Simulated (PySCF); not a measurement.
# Stretching LiGe⁺

Set-up: basis Li jorge-DZP-DKH, Ge jorge-DZP-DKH; spin-free X2C with a Gaussian nucleus; PySCF 2.14. Energies in eV from Li⁺ + Ge in their ground configurations at the same level. State: ³Π (triplet), unpaired electrons σ ↑, π ↑.

All columns are PBE0. A positive dipole points towards Ge; it is taken about the centre of mass and depends on that origin.

| R (Å) | E (eV) | μ (D) | Mulliken charge on Li (basis-dependent) | HOMO (eV) | LUMO (eV) | Mayer bond order | ⟨S²⟩ |
| --- | --- | --- | --- | --- | --- | --- | --- |
| 2.478 | -0.701 | -7.67 | 0.39 | -10.79 | -8.76 | 0.86 | 2.00 |
| 2.593 | -0.785 | -8.09 | 0.45 | -10.64 | -8.61 | 0.79 | 2.00 |
| 2.708 | -0.831 | -8.53 | 0.50 | -10.51 | -8.47 | 0.73 | 2.00 |
| 2.795 | -0.848 | -8.87 | 0.54 | -10.41 | -8.37 | 0.69 | 2.00 |
| 2.881 | -0.852 | -9.21 | 0.57 | -10.31 | -8.27 | 0.65 | 2.00 |
| 2.967 | -0.847 | -9.55 | 0.59 | -10.22 | -8.17 | 0.62 | 2.00 |
| 3.083 | -0.830 | -10.02 | 0.62 | -10.10 | -8.05 | 0.58 | 2.00 |
| 3.227 | -0.796 | -10.61 | 0.65 | -9.96 | -7.90 | 0.54 | 2.00 |
| 3.400 | -0.744 | -11.34 | 0.68 | -9.80 | -7.74 | 0.50 | 2.00 |
| 3.630 | -0.666 | -12.34 | 0.71 | -9.59 | -7.53 | 0.45 | 2.00 |

A fit through these points gives, at Re = 2.877 Å, μ = -9.19 D and dμ/dR = -3.95 D/Å; the reduced mass is 6.408 u.

Problem. How strong is the fundamental in the double-harmonic approximation, I = 42.26·(dμ/dR)²/μred km/mol?

Solution. I = 42.26·(-3.95)²/6.408 = 103 km/mol at PBE0.

Spin–orbit coupling is left out. For an ion De counts to the pair picked by the measured ionisation energies or electron affinities, which need not be the lowest pair at this level. The state is the lowest determinant that a PBE0 search found; another state may lie lower at other levels.
